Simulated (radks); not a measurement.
Question: The mean radii <r> (bohr) of the occupied orbitals of an atom or ion are listed with their occupations. Method: Dirac Kohn-Sham, LB94 model potential, spin-unpolarised, spherical densities, finite nucleus; Fermi nuclear charge, rms radius of each element as measured or else 0.836 A^(1/3) + 0.57 fm; computed with a radial shooting solver on a logarithmic mesh with Libxc functionals.

orbital  occ.      <r>
1s1/2       2  0.02148
2s1/2       2  0.09079
2p1/2       2  0.07570
2p3/2       4  0.08265
3s1/2       2   0.2386
3p1/2       2   0.2281
3p3/2       4   0.2413
3d3/2       4   0.2135
3d5/2       6   0.2176
4s1/2       2   0.5424
4p1/2       2   0.5534
4p3/2       4   0.5842
4d3/2       4   0.6184
4d5/2       6   0.6293
5s1/2       2    1.321
5p1/2       2    1.491
5p3/2       4    1.596
4f5/2       6   0.8666
4f7/2       3   0.8830
6s1/2       1    3.482

Name the element and its charge. Open shells, if any, fill j = l - 1/2 first.

Answer: Z = 65, terbium, charge +1: Tb+ in [Xe] 4f9 6s1. The 1s radius gives Z: for a bare nucleus <r> = (2 gamma + 1)/(2Z) with gamma = sqrt(1 - (Z/c)^2), 0.02124 bohr for Z = 65, and screening makes it slightly larger (0.02148 here). The occupations add up to 64, and the charge is Z minus that.
